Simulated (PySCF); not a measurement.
AlFI2. Atoms are numbered in the order given.

```xyz
4

Al     0.0000     0.0000    -0.8564
F      0.0000     0.0000    -2.5293
I      0.0000    -2.1589     0.3198
I      0.0000     2.1589     0.3198
```

Geometry: PBE-D3(BJ)/def2-SVP. The def2 effective core potentials stand for the cores of I; spin–orbit coupling is left out.

Calculation: PBE/def2-TZVP (PySCF).

ESP charges are fitted to the potential on shells at 1.4 to 2.0 van der Waals radii. Atomic charges (e):

```
atom  Mulliken  ESP fit  Löwdin
----  --------  -------  ------
Al1       0.53     0.48   -0.62
F2       -0.28    -0.28   -0.01
I3       -0.12    -0.10    0.32
I4       -0.12    -0.10    0.32
```
